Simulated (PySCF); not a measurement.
**`CSc1ccc(SC)cc1`, C$_{8}$H$_{10}$S$_{2}$**

Geometry (Å), atoms numbered from 1 in this order:
```xyz
20

C    -4.034   -0.001   -0.122
S    -2.899   -1.124   -0.948
C    -1.315   -0.473   -0.528
C    -1.098    0.642    0.291
C     0.194    1.076    0.564
C     1.310    0.415    0.033
S     2.896    1.059    0.453
C     4.024   -0.029   -0.426
C     1.093   -0.700   -0.785
C    -0.200   -1.133   -1.060
H    -3.913   -0.027    0.971
H    -5.041   -0.362   -0.373
H    -3.928    1.030   -0.489
H    -1.936    1.187    0.728
H     0.339    1.949    1.206
H     3.949   -1.068   -0.074
H     5.032    0.346   -0.201
H     3.868    0.013   -1.514
H     1.930   -1.246   -1.220
H    -0.345   -2.005   -1.703
```

Method: PySCF 2.14.0, quadratic response CAM-B3LYP/aug-cc-pVDZ first hyperpolarisability, Taylor convention, gas phase. Geometry: PBE0-D3(BJ)/def2-SVP.

**Question.** Give the tensor of the static β(0;0,0) in the axes of these coordinates.

**Answer.** In au, Taylor convention; rows are the first index (the induced dipole):
|  | xx | yy | zz | xy | xz | yz |
| --- | --- | --- | --- | --- | --- | --- |
| x | +0.5 | +1.4 | -1.7 | +1.0 | -2.8 | -0.7 |
| y | +1.0 | -0.7 | +1.4 | +1.4 | -0.7 | -0.8 |
| z | -2.8 | -0.8 | -0.2 | -0.7 | -1.7 | +1.4 |

Norm of βᵢ = ⅓ Σⱼ (βᵢⱼⱼ + βⱼᵢⱼ + βⱼⱼᵢ): 4.2 au, hyper-Rayleigh value 2.5 au.
